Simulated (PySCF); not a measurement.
SbCl2Br, SMILES [Sb]([Cl])([Cl])[Br]. Coordinates come from a PBE-D3(BJ)/def2-SVP optimisation. The def2 effective core potentials stand for the cores of Sb; spin–orbit coupling is left out.

Computed equilibrium geometry at PBE-D3(BJ)/def2-SVP (PySCF confirms it by a frequency run) as a Z-matrix, and its point group:
point group Cs.
```
Sb
Cl 1 2.3911
Cl 1 2.3911 2 98.75
Br 1 2.5428 2 99.03 3 -100.68
```
